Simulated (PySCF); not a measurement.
Molfile (atoms numbered from 1):
```
C4H5N3O2Si
     RDKit          3D

 15 15  0  0  0  0  0  0  0  0999 V2000
    0.4748    1.1137    2.6102 O   0  0  0  0  0  0  0  0  0  0  0  0
   -0.6160    0.9922    2.1276 C   0  0  0  0  0  0  0  0  0  0  0  0
   -0.9083    0.4275    0.7913 C   0  0  0  0  0  0  0  0  0  0  0  0
   -2.1798    0.3763    0.4298 N   0  0  0  0  0  0  0  0  0  0  0  0
   -2.4413   -0.1295   -0.7684 C   0  0  0  0  0  0  0  0  0  0  0  0
   -1.5402   -0.5798   -1.6179 N   0  0  0  0  0  0  0  0  0  0  0  0
   -0.2866   -0.5423   -1.2902 N   0  0  0  0  0  0  0  0  0  0  0  0
    0.0856   -0.0528   -0.1059 C   0  0  0  0  0  0  0  0  0  0  0  0
    1.3515   -0.0359    0.1799 O   0  0  0  0  0  0  0  0  0  0  0  0
    2.5539   -0.5867   -0.8377 Si  0  0  0  0  0  4  0  0  0  0  0  0
   -1.5414    1.2994    2.6482 H   0  0  0  0  0  0  0  0  0  0  0  0
   -3.4754   -0.1772   -1.0751 H   0  0  0  0  0  0  0  0  0  0  0  0
    3.6741   -0.2951    0.0428 H   0  0  0  0  0  0  0  0  0  0  0  0
    2.5166    0.2023   -2.0628 H   0  0  0  0  0  0  0  0  0  0  0  0
    2.3282   -2.0040   -1.0939 H   0  0  0  0  0  0  0  0  0  0  0  0
  1  2  2  0
  2  3  1  0
  3  4  1  0
  4  5  2  0
  5  6  1  0
  6  7  2  0
  7  8  1  0
  8  9  1  0
  9 10  1  0
  8  3  2  0
  2 11  1  0
  5 12  1  0
 10 13  1  0
 10 14  1  0
 10 15  1  0
M  END
```

Method: GFN2-xTB geometry, shieldings: GIAO PBE0/pcSseg-1, in PySCF 2.14.0 with density-fitted response routines (one averaged value for each set of equivalent atoms, a single conformation, no solvent, relativity neglected).

Referencing at the same level of theory: 13C (186.93 ppm) and 1H (31.72 ppm) and 29Si (349.16 ppm) against TMS; 17O (336.08 ppm) vs H2O; 15N (267.73 ppm) against NH3.

```tsv
atoms	nucleus	count	Hirshfeld charge	δ (ppm)
H11	1H	1	0.05	10.63
H13/H14/H15	1H	3	-0.07	5.34
C5	13C	1	0.06	?
O1	17O	1	-0.20	?
C8	13C	1	0.15	?
N6	15N	1	-0.09	?
C2	13C	1	0.12	202.0
O9	17O	1	-0.16	129.2
H12	1H	1	0.07	10.10
N7	15N	1	-0.09	443.7
C3	13C	1	0.04	137.6
N4	15N	1	-0.13	340.0
Si10	29Si	1	0.39	-35.2
```

Question: Complete the table.

Answer: 
- C8: 164.9 ppm, aromatic carbon bearing oxygen; σ withdrawal by the attached heteroatom moves it downfield of the ring CH carbons
- C5: 159.2 ppm, aromatic CH between two ring heteroatoms
- O1: 767.1 ppm, aldehyde oxygen
- N6: 466.8 ppm, pyridine-type ring nitrogen

Shifts are as computed. Against solution values, carbons near 30 ppm lie about +3 ppm off and those near 130 ppm about +5 ppm. Of 1211 compounds with measured shifts, 218 miss one by over three times the rms of a fit or turn the order of signals round; such compounds aren't used in these exercises. Unscaled 17O shifts of doubly bonded oxygen tend to come out too high, by tens of ppm or more. Experimental scales use liquid or dissolved standards, which lie at an offset from isolated NH3 (liquid NH3: subtract about 20 ppm) and H2O (liquid H2O: subtract about 36 ppm). Unscaled 15N shifts of sp2 nitrogen come out 20 to 40 ppm too high even then.
